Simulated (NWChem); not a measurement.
Molecule: CuCl; SMILES [Cl][Cu]

Results from NWChem. Structure relaxed at the PBE-D3(BJ)/def2-SVP level. Total energies compare along this basis series because the functional is fixed.

```csv
level,basis functions,energy (Ha),highest occupied level (eV),orbital gap (eV),dipole (D)
PBE0/3-21G,40,-2089.8434,[?],[?],[?]
PBE0/def2-TZVPD,94,-2100.3761,-7.53,4.53,5.22
PBE0/def2-QZVP,154,-2100.4330,-7.50,4.56,5.16
```

Q: Some entries are withheld; supply them.

A: 
- PBE0/3-21G, highest occupied level (eV): -5.10
- PBE0/3-21G, orbital gap (eV): 3.01
- PBE0/3-21G, dipole (D): 5.64
